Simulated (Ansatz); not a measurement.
Z-matrix (Å, degrees):
```
C
Bi 1 2.231
H 1 1.090 2 109.0
H 1 1.090 2 109.0 3 120.9
H 1 1.089 2 107.2 3 -119.6
Cl 2 2.443 1 93.2 3 169.1
Cl 2 2.443 1 93.2 3 69.7
```

Charge 0, multiplicity 1. Bi: def2 effective core potential.

Problem. List the ωB97M-V/def2-TZVPP orbital energies in eV (the Gaussian-basis code of Ansatz). (An estimate is asked.)

Solution. Computed: Occupied: -2771.45, -2771.45, -281.88, -261.82, -261.82, -199.29, -199.29, -199.17, -199.17, -199.16, -199.16, -167.98, -106.16, -106.14, -105.93, -33.70, -33.57, -33.44, -33.38, -33.34, -25.44, -24.65, -22.65, -19.08, -14.51, -14.44, -12.56, -12.27, -11.85, -11.17, -11.01, -10.92, -9.78. Lowest empty: -0.02, 0.22, 1.29, 3.10, 3.83, 4.03, 4.76, 4.85.
